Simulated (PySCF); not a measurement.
AlBrClH2N, SMILES [NH2][Al]([Cl])[Br]. Heavy atoms are numbered as in [Al:1]([Cl:2])([Br:3])[NH2:4]. Hydrogens are named by the atom that carries them.

The structure is a stationary point at TPSSh-D3(BJ)/def2-SVP. The values are those of a single conformer.

These are PBE/pcSseg-1 in PySCF values and carry that method's errors.

GIAO shieldings, no solvent; atoms alike by connectivity are averaged. δ = σ(ref) − σ: ³⁵Cl against HCl (σ = 936.5 ppm); ¹⁵N against NH3 (σ = 267.0 ppm); ¹H against TMS (σ = 31.49 ppm), references at their B3LYP-D3(BJ)/def2-TZVP geometries, non-relativistic (without spin–orbit terms, shifts of atoms bonded to Cl or Br come out too high).

```csv
nucleus,atoms,count,δ (ppm)
³⁵Cl,Cl2,1,6.5
¹⁵N,N4 (NH2),1,42.3
¹H,H on N4,2,1.51
```
